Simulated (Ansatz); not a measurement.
PBE exchange is replaced step by step with exact exchange (0 % is PBE, 25 % PBE0; no dispersion term), basis def2-SVP, Ansatz. System: Sn₃S₃. Charge 0, multiplicity 1. Geometry: r2SCAN-D4/def2-SVP, each spin state at its own.

The relaxed quintet has other bonds than the singlet, so its gap is one between isomers.

Geometry of the singlet:

```xyz
6

Sn    0.040   -0.137    1.758
Sn   -2.349   -0.143   -0.995
Sn    1.271    0.217   -1.203
S    -0.835    1.650   -0.149
S    -0.514   -1.732   -0.421
S     2.386    0.145    1.010
```

In the def2 sets Sn takes a core potential; there is no spin–orbit coupling. The structure comes from a short search, and lower isomers may exist.

```csv
exact exchange (%),HOMO (eV),LUMO (eV),gap (eV),triplet − singlet (kJ/mol),quintet − singlet (kJ/mol)
10,-5.73,-3.40,2.33,140.1,398.7
15,-5.90,-3.29,2.61,139.6,400.9
```

Task: Estimate the row for 40 %.

Result: 
```tsv
exact exchange (%)	HOMO (eV)	LUMO (eV)	gap (eV)	triplet − singlet (kJ/mol)	quintet − singlet (kJ/mol)
40	-6.77	-2.73	4.04	137.8	411.8
```
